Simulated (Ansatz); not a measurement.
Two structures of GeH4BrCl, singlet, reached by relaxing down either side of one saddle point (PBE0-D4/def2-TZVP). Energies are electronic, without zero-point energy. Ansatz 0.2.0; basis: def2-TZVPP and def2-QZVPP; cores frozen in the correlated methods. Filled d shells of the heavier atoms are correlated. The def2 sets are not built for correlating such inner shells, so the correlated values are less sure here. Extrapolation: Hartree–Fock as exp(−7.88 √X), correlation as X^−2.97. First:

Ge1  (-1.087, 0.077, -0.188)
Cl2  (-0.014, -1.626, 0.626)
H3  (-0.503, 0.333, -1.578)
H4  (-0.846, 1.241, 0.775)
H5  (-2.558, -0.344, -0.240)
H6  (2.063, -0.385, 0.449)
Br7  (2.945, 0.703, 0.154)
(Å)

Second:

```xyz
7
angstrom
Ge -0.5902 0.6974 -0.6044
Cl 0.6274 -2.0193 1.9739
H -0.9086 1.7675 -1.6515
H -0.8836 1.1699 0.8197
H -1.2454 -0.6459 -0.9261
H 1.2923 -1.3250 1.1131
Br 1.7081 0.3554 -0.7247
```

**Question.** Which bonds change from the first to the second?

**Answer.** GeH₃Cl ([Cl][GeH3]) + HBr → GeH₃Br ([GeH3][Br]) + HCl; bonds formed: Ge1–Br7, Cl2–H6; bonds broken: Ge1–Cl2, H6–Br7.

**Question.** Give the saddle point's structure and its height above each. (An estimate is asked for; the value comes from the calculation.)

**Answer.** The calculation gives: 147.0 kJ/mol above the first and 157.8 kJ/mol above the second (CCSD(T) at an estimated basis limit (MP2 extrapolated from triple and quadruple zeta, plus CCSD(T) − MP2 in triple zeta)).
```
atom    x (Å)    y (Å)    z (Å)
 Ge1  -0.6658   0.3264  -0.2783
 Cl2   0.2848  -1.6586   1.0314
  H3  -0.4561   0.8783  -1.6921
  H4  -0.8049   1.3396   0.8513
  H5  -1.8677  -0.6304  -0.3598
  H6   1.4428  -0.8271   0.6562
 Br7   2.0668   0.5718  -0.2087
```

The T1 diagnostic stays at or below 0.011.

Labels in which every atom is bracketed show which atoms are joined, not bond orders.

For scale, one of the runs: CCSD(T)/def2-TZVPP, 194 basis functions, launched by `ansatz run in.yaml --threads 4 --pin off --events-out ev --progress --plain --max-ram 9574MiB`. Time: 94 s of wall clock on 4 CPU threads of an Arm Neoverse V1; the host was shared. Peak host memory: 2.2 GiB.
